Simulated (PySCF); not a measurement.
Input file for PySCF: D3(BJ) and D4 dispersion corrections on CHFO2 (a complex), monomers drawn apart or pushed together.

```python
from pyscf import gto
from pyscf.dispersion import dftd3, dftd4

mol = gto.M(
    atom='''
    F    -0.17405263   -0.13736342   -0.71344463
    H    -0.13006389   -0.46683909    0.15395053
    O     0.00958261   -0.70628980    2.82381924
    C     0.06303236   -0.02577439    3.76580051
    O     0.11630375    0.64139571    4.70688504
    ''',
    basis='def2-svp',
    charge=0, spin=0, verbose=0, max_memory=1800)
d3, d4 = {}, {}
for xc in ['hf', 'pbe', 'blyp', 'revpbe', 'tpss', 'r2scan', 'b3lyp', 'pbe0', 'bhlyp', 'camb3lyp', 'b2plyp']:
    d3[xc] = float(dftd3.DFTD3Dispersion(mol, xc=xc, version='d3bj', atm=False).get_dispersion()['energy'])
    print(f'D3(BJ) {xc:10s} {d3[xc]:14.8f} Eh')
for xc in ['hf', 'pbe', 'blyp', 'revpbe', 'tpss', 'r2scan', 'b3lyp', 'pbe0', 'bhlyp', 'camb3lyp', 'b2plyp']:
    d4[xc] = float(dftd4.DFTD4Dispersion(mol, xc={'camb3lyp': 'cam-b3lyp'}.get(xc, xc), atm=True).get_dispersion()['energy'])
    print(f'D4     {xc:10s} {d4[xc]:14.8f} Eh')
```

Output:

```
D3(BJ) hf            -0.01274797 Eh
D3(BJ) pbe           -0.00138233 Eh
D3(BJ) blyp          -0.00284470 Eh
D3(BJ) revpbe        -0.00357372 Eh
D3(BJ) tpss          -0.00170448 Eh
D3(BJ) r2scan        -0.00040044 Eh
D3(BJ) b3lyp         -0.00231378 Eh
D3(BJ) pbe0          -0.00117000 Eh
D3(BJ) bhlyp         -0.00176283 Eh
D3(BJ) camb3lyp      -0.00102112 Eh
D3(BJ) b2plyp        -0.00104031 Eh
D4     hf            -0.00534096 Eh
D4     pbe           -0.00135859 Eh
D4     blyp          -0.00303567 Eh
D4     revpbe        -0.00485203 Eh
D4     tpss          -0.00182953 Eh
D4     r2scan        -0.00036770 Eh
D4     b3lyp         -0.00214241 Eh
D4     pbe0          -0.00113795 Eh
D4     bhlyp         -0.00145718 Eh
D4     camb3lyp      -0.00113060 Eh
D4     b2plyp        -0.00094720 Eh
```

The run finished.

Cost: around 0.05 core-seconds (rough).
